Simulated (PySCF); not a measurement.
Structure from 2D NMR

Compound of formula C$_{6}$H$_{9}$NOSi. Correlations simulated from computed shifts and the bond graph:

HSQC (one-bond C–H):
| δH | δC |
| --- | --- |
| 4.62 | 78.5 |
| 4.33 | 66.1 |
| 2.46 | 13.4 |
| 1.05 | 9.4 |

COSY cross peaks (H two or three bonds apart, from the bond graph; peaks can be absent where the dihedral angle is near 90°):
| δH | δH |
| --- | --- |
| 4.33 | 1.05 |
| 4.31 | 2.46 |
| 4.31 | 1.05 |

HMBC (two and three bonds, from the bond graph):
| δH | δC |
| --- | --- |
| 4.62 | 182.5, 123.1, 13.4 |
| 4.33 | 182.5, 9.4 |
| 4.31 | 182.5, 66.1, 13.4, 9.4 |
| 2.46 | 182.5, 78.5, 9.4 |
| 1.05 | 66.1, 13.4 |

Carbons without hydrogens: δ 182.5, 123.1.

A single conformation, non-relativistic, equivalent nuclei averaged, gas phase. Shielding tensors at PBE0/pcSseg-1 (GIAO); geometry: GFN2-xTB; PySCF 2.14.

δ = σ(ref) − σ, references computed at the same level: 1H (31.72 ppm) and 13C (186.93 ppm) against TMS.

Exchangeable hydrogens are left out of these lists.

Problem. Work out the connectivity.

Solution. `N#C/C=C1\C[SiH2]CCO1`.

Atom-mapped SMILES (the numbers label the heavy atoms): `[N:1]#[C:2]/[CH:3]=[C:4]1\[CH2:5][SiH2:6][CH2:7][CH2:8][O:9]1`. Each H is labelled by its parent atom.

1. δC 182.5 is C4, an alkene carbon bearing oxygen.
2. δC 123.1 is C2, a nitrile carbon.
3. δC 78.5 is C3, a β carbon of an enol-ether or enamine type C=C (δH 4.62).
4. δC 66.1 is C8, an sp3 CH2 bonded to O (δH 4.33).
5. δC 13.4 is C5, an allylic sp3 CH2 bonded to Si (δH 2.46).
6. δC 9.4 is C7, an sp3 CH2 bonded to Si (δH 1.05).
7. HMBC from δH 4.62 reaches the proton-free carbons C4, C2.
8. HMBC from δH 4.33 reaches the proton-free carbon C4.
9. HMBC from δH 4.31 reaches the proton-free carbon C4.
10. HMBC from δH 2.46 reaches the proton-free carbon C4.
11. COSY links 4.33–1.05, 4.31–2.46, 4.31–1.05.

The shifts were computed for this structure.

Shifts are as computed. Against solution values, carbons near 30 ppm lie about +3 ppm off and those near 130 ppm about +5 ppm. Of 1309 compounds with measured shifts, 239 miss one by over three times the rms of a fit or turn the order of signals round; such compounds aren't used in these exercises.
